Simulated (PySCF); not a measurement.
Species: C₃H₁₄GeSi₂.
Z-matrix (Å and degrees, PBE0-D3(BJ)/def2-SVP geometry), rows numbered from 1:
```
C 
C   1  1.5210
C   2  1.5277  1  113.26
Si  3  1.8910  2  114.14  1   179.18
Si  4  2.3481  3  109.17  2   -57.82
Ge  5  2.3836  4  108.39  3   -45.97
H   1  1.1008  2  111.65  3   179.71
H   1  1.1019  2  111.06  3   -60.06
H   1  1.1019  2  111.14  3    59.45
H   2  1.1051  1  109.23  3   122.30
H   2  1.1042  1  109.62  3  -122.64
H   3  1.1046  2  110.46  1   -58.50
H   3  1.1053  2  110.08  1    57.90
H   4  1.4987  3  110.66  2    63.44
H   4  1.4979  3  110.46  2  -176.85
H   5  1.4982  4  111.00  3    73.06
H   5  1.4971  4  111.54  3  -166.44
H   6  1.5416  5  110.37  4   -57.09
H   6  1.5406  5  112.16  4  -177.98
H   6  1.5426  5  109.99  4    61.65
```

Theory: PBE0-D3(BJ)/def2-SVP geometry optimisation, gas phase in PySCF.

Take the most abundant isotopes and a rigid rotor. The values belong to one conformer with, in the numbering `[CH3:1][CH2:2][CH2:3][SiH2:4][SiH2:5][GeH3:6]`, C1–C2–C3–Si4 179°, C2–C3–Si4–Si5 -58°, C3–Si4–Si5–Ge6 -46°.

Task: Give the principal moments of inertia and the rotational constants in GHz.

Result: Ia = 304.74, Ib = 699.59, Ic = 892.38 u·Å²; 505379 MHz·u·Å²/I gives 1658, 722.4 and 566.3 MHz, that is A = 1.6584, B = 0.7224, C = 0.5663 GHz.

Task: What kind of rotor is it?

Result: An asymmetric top. Ray's parameter κ = (2B − A − C)/(A − C) = -0.714; −1 is the prolate and +1 the oblate limit.

Task: What does the inertial defect say?

Result: Not planar: Δ = Ic − Ia − Ib = -111.95 u·Å². For a rigid frame Δ = −2 Σ m c², so Σ m c² = 55.98 u·Å² lies off the ab plane: 19.92 from hydrogen and 36.05 from heavier atoms. The atom farthest from that plane is 2.22 Å away.

Task: Give the other two planar moments, Paa and Pbb, and the rms extents of the mass along the axes.

Result: Paa = Σ m a² = (Ib + Ic − Ia)/2 = 643.62 and Pbb = Σ m b² = (Ia + Ic − Ib)/2 = 248.76 u·Å². With the mass M = 179.98 u, the rms extents √(P/M) along a, b and c are 1.89, 1.18, 0.56 Å.

Task: Give the coordinates in the principal-axis frame, origin at the centre of mass.

Result: The sense of each axis is arbitrary; atoms in the order of the calculation.
| atom | mass (u) | a (Å) | b (Å) | c (Å) |
| --- | --- | --- | --- | --- |
| C1 | 12.000 | 3.287 | -2.033 | 0.303 |
| C2 | 12.000 | 2.579 | -0.711 | 0.553 |
| C3 | 12.000 | 2.208 | 0.027 | -0.733 |
| Si4 | 27.977 | 1.304 | 1.664 | -0.452 |
| Si5 | 27.977 | -0.650 | 1.263 | 0.787 |
| Ge6 | 73.921 | -1.765 | -0.621 | -0.156 |
| H7 | 1.008 | 3.546 | -2.540 | 1.246 |
| H8 | 1.008 | 2.652 | -2.718 | -0.281 |
| H9 | 1.008 | 4.220 | -1.884 | -0.264 |
| H10 | 1.008 | 1.666 | -0.893 | 1.149 |
| H11 | 1.008 | 3.215 | -0.062 | 1.180 |
| H12 | 1.008 | 3.111 | 0.228 | -1.336 |
| H13 | 1.008 | 1.562 | -0.611 | -1.364 |
| H14 | 1.008 | 2.183 | 2.636 | 0.275 |
| H15 | 1.008 | 0.914 | 2.278 | -1.761 |
| H16 | 1.008 | -0.326 | 0.956 | 2.217 |
| H17 | 1.008 | -1.568 | 2.446 | 0.764 |
| H18 | 1.008 | -2.069 | -0.374 | -1.647 |
| H19 | 1.008 | -3.091 | -0.932 | 0.564 |
| H20 | 1.008 | -0.863 | -1.869 | -0.061 |

Task: List the rotational levels J(Ka,Kc) to J = 2 (MHz).

Result: Above 0(0,0):
J = 1: 1(0,1) 1289, 1(1,1) 2225, 1(1,0) 2381
J = 2: 2(0,2) 3848, 2(1,2) 4646, 2(1,1) 5114, 2(2,1) 7922, 2(2,0) 7940
Those of J = 1 are B + C, A + C and A + B.

Task: Which types of transition are allowed, and where do some lines up to J = 2 fall?

Result: The dipole components are |μa| = 0.81 D, |μb| = 0.50 D, |μc| = 0.09 D. The squared components, which scale the intensities, stand as 1.00 : 0.38 : 0.01 (a : b : c). Some lines, for components of 0.1 D or more:

```csv
type,branch,"J(Ka,Kc)",MHz,lower level (cm⁻¹)
a,Q,"2(1,1) ← 2(1,2)",468,0.155
b,Q,"1(1,0) ← 1(0,1)",1092,0.043
b,Q,"2(1,1) ← 2(0,2)",1266,0.128
a,R,"1(0,1) ← 0(0,0)",1289,0.000
b,R,"2(0,2) ← 1(1,1)",1623,0.074
b,R,"1(1,1) ← 0(0,0)",2225,0.000
a,R,"2(1,2) ← 1(1,1)",2421,0.074
a,R,"2(0,2) ← 1(0,1)",2559,0.043
a,R,"2(1,1) ← 1(1,0)",2733,0.079
b,Q,"2(2,0) ← 2(1,1)",2826,0.171
b,Q,"2(2,1) ← 2(1,2)",3276,0.155
b,R,"2(1,2) ← 1(0,1)",3357,0.043
b,R,"2(2,1) ← 1(1,0)",5542,0.079
b,R,"2(2,0) ← 1(1,1)",5716,0.074
```

Stationary, but not proved a minimum. No vibrational averaging or centrifugal distortion is included, and the geometry carries the error of its method. A rigid rotor knows nothing of internal rotation, which can split or shift real lines.
